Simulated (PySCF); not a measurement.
PySCF 2.14 output of an unrestricted B97-3 calculation on a single atom or ion in aug-cc-pwCVDZ-PP with ECP28MDF (6s6p5d3f, 70 functions), with a scalar-relativistic core potential:

```
SCF conv_tol = 1e-09
number electrons alpha = 8  beta = 4
    T. W. Keal and D. J. Tozer.,  J. Chem. Phys. 123, 121103 (2005)
cycle= 1 E= -56.3737864425594  delta_E= -0.00392  |g|= 0.0114  |ddm|= 1.16
cycle= 2 E= -56.373856683869  delta_E= -7.02e-05  |g|= 0.00599  |ddm|= 0.0587
cycle= 3 E= -56.3738695506778  delta_E= -1.29e-05  |g|= 0.000542  |ddm|= 0.0167
cycle= 4 E= -56.3738698275925  delta_E= -2.77e-07  |g|= 5.08e-05  |ddm|= 0.00432
cycle= 5 E= -56.3738698289681  delta_E= -1.38e-09  |g|= 1.14e-05  |ddm|= 0.000467
cycle= 6 E= -56.3738698289864  delta_E= -1.83e-11  |g|= 6.28e-06  |ddm|= 4.07e-05
converged SCF energy = -56.3738698289864  <S^2> = 6.0010096  2S+1 = 5.0004038
```

The run itself started from symmetry-adapted Hartree-Fock orbitals and held the occupation by maximum overlap, on a logarithmic radial grid, so the iterations belong to that start.

Q: Which element, charge and spin multiplicity is this?

A: Nb⁺ (niobium, charge +1), multiplicity 5; the state was [Kr] 4d3 5s1, high-spin 5F determinant (an excited configuration).

Energies and moments cover only the electrons outside the core potential.
